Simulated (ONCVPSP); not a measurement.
# Varying the ONCV potential for lanthanum

Base potential:

lanthanum (La), optimised norm-conserving Vanderbilt (ONCV), made with ONCVPSP 4.0.1 (LDA (Perdew-Wang 92), scalar-relativistic). Core [Kr] 4d10, reference 5s2 5p6 5d1 6s1.75 (charge +0.25). Waves: 5s+6s: rc 2.30 bohr, ncon 4, nbas 8, qcut 5.5 1/bohr, 2 projectors; 5p: rc 1.70 bohr, ncon 4, nbas 7, qcut 5.2 1/bohr, 1 projector; 5d: rc 3.45 bohr, ncon 5, nbas 9, qcut 3.9 1/bohr, 2 projectors, debl 1.5 Ha; f scattering state at 0.05 Ha: rc 3.25 bohr, ncon 3, nbas 7, qcut 3.7 1/bohr, 2 projectors, debl 1.3 Ha. Local part: polynomial inside 1.40 bohr (lpopt 5, dvloc0 -1 Ha). Core correction: Teter function, fcfact 4.75, rcfact 1.2.

In the f channel the program set the typed energies aside and used -0.219, 1.081 Ha.

Cutoffs, loose and tight: the cutoffs (Ha) at which the residual kinetic energy of the hardest occupied pseudo-wave falls to 1 and 0.1 mHa per electron. They do not see the model core or the augmentation charge, which bear on the density cutoff. Test errors are all-electron minus pseudo excitation energies from the reference, over the configurations 5s2 5p6 5d1 6s2; 5s2 5p6 5d1 6s1; 5s2 5p6 5d1 6s0; 4f1 5s2 5p6 5d1 6s0. A dash means not determined; rows that change the core or the reference have their own tests.

For the base: The cutoffs count occupied waves only; projector 2 of the f channel, the hardest unoccupied one, needs 43 Ha at the loose tolerance.

A true bound ghost makes a file unfit for plane-wave use even where its test errors are small: the radial tests pick states by their node count and pass the ghost by.

| change | outcome | cutoff, loose | cutoff, tight | bound ghosts | GHOST(+) flags above zero | largest test error (meV) |
| --- | --- | --- | --- | --- | --- | --- |
| base | generated, projector energies reset by the program | 14 Ha | 41 Ha | s | p | +1826 |
| s: qcut 3.7; p: qcut 3.5; d: qcut 2.6; f: qcut 2.5 | failed: ERROR pspot: first pseudo wave function has node, program will stop | – | – | – | – | – |
| s: qcut 4.5; p: qcut 4.3; d: qcut 3.2; f: qcut 3 | generated, projector energies reset by the program | 36 Ha | 48 Ha | s | p, d | +2052 |
| s: qcut 5.2; p: qcut 4.9; d: qcut 3.7; f: qcut 3.5 | generated, projector energies reset by the program | 19 Ha | 44 Ha | s | p, d | +1897 |
| s: qcut 5.8; p: qcut 5.5; d: qcut 4.1; f: qcut 3.9 | generated, projector energies reset by the program | 14 Ha | 28 Ha | s | p | +1771 |
| s: qcut 6.3; p: qcut 5.9; d: qcut 4.4; f: qcut 4.2 | generated, projector energies reset by the program | 15 Ha | 18 Ha | s | p | +1690 |
| s: qcut 7.1; p: qcut 6.7; d: qcut 5; f: qcut 4.8 | failed: ERROR pspot: first pseudo wave function has node, program will stop | – | – | – | – | – |
| s: qcut 8; p: qcut 7.6; d: qcut 5.7; f: qcut 5.4 | failed: ERROR pspot: first pseudo wave function has node, program will stop | – | – | – | – | – |
